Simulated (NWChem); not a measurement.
A series in which one site is exchanged, each optimised at PBE0/def2-SVP with NWChem, gas phase unless a solvent is named. Some are not confirmed as minima by frequencies. def2 effective core potentials on Sb; no spin-orbit coupling.

A: [GaH3] (GaH₃; site = Ga)
B: B (BH3; site = B)
C: [SbH3] (SbH3; site = Sb)
D: [AlH3] (AlH3; site = Al)

Rank them by orbital gap (eV), PBE0/def2-SVP, lowest first.

A (6.75), D (6.81), C (7.48), B (7.95)
